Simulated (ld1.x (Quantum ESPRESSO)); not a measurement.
**Building the PAW potential for tantalum (revPBE, scalar-relativistic).**

tantalum, PAW, made with ld1.x (Quantum ESPRESSO) 7.5 (revPBE, scalar-relativistic). Core [Kr] 4d10 4f14, reference 5s2 5p6 5d3 6s0 6p0 (charge +2). Waves: 5s (bound): rcut 1.40, rcutus 1.80 bohr; 6s (bound, empty): rcut 1.40, rcutus 1.80 bohr; 5p (bound): rcut 1.65, rcutus 2.00 bohr; 6p (bound, empty): rcut 1.65, rcutus 2.00 bohr; 5d (bound): rcut 2.60, rcutus 3.10 bohr; 5d channel at 0.8 Ry: rcut 2.60, rcutus 3.10 bohr; 5f channel at 0.4 Ry: rcut 1.85, rcutus 2.35 bohr; 5f channel at 2.1 Ry: rcut 1.85, rcutus 2.35 bohr. Local part: all-electron potential smoothed inside 2.70 bohr (lloc = -1). Core correction: a·sin(br)/r model core inside 1.60 bohr. Augmentation charge: PSQ, inside the norm-conserving radii.

All-electron outer shells of the reference configuration (revPBE, scalar-relativistic, ld1.x):

```json
{"shell": "5s", "level (eV)": "-88.47", "outermost node (bohr)": "0.54", "outermost maximum (bohr)": "0.98"}
{"shell": "5p", "level (eV)": "-54.88", "outermost node (bohr)": "0.58", "outermost maximum (bohr)": "1.13"}
{"shell": "4f", "level (eV)": "-40.17", "outermost node (bohr)": "–", "outermost maximum (bohr)": "0.44"}
{"shell": "6s", "level (eV)": "-18.26", "outermost node (bohr)": "1.31", "outermost maximum (bohr)": "2.58"}
{"shell": "5d", "level (eV)": "-18.20", "outermost node (bohr)": "0.65", "outermost maximum (bohr)": "1.54"}
{"shell": "6p", "level (eV)": "-12.45", "outermost node (bohr)": "1.56", "outermost maximum (bohr)": "3.27"}
```

What the tests gave:

```json
{
  "Cutoffs needed": "21 Ry and 35 Ry (the cutoffs (Ry, on a coarse ladder) from which the occupation-weighted sum of valence levels, in a spherical-Bessel basis at the reference potential, stays within 10 and 1 mRy of its value at 400 Ry)",
  "Ghost test": "no extra level below or beside the all-electron valence levels (s, p, d, f tested) (spherical-Bessel basis up to 400 Ry, 20 bohr box)",
  "Largest excitation error": "-23 meV (all-electron minus pseudo) for 5s2 5p6 5d2 6s0 6p0, out of 7 test configurations",
  "Lowest eigenvalue of the overlap operator": "0.11 (p channel)",
  "Density cutoff estimated by the generator": "355 Ry"
}
```

Generation and tests took about 3.6 s on one core of a shared server CPU.
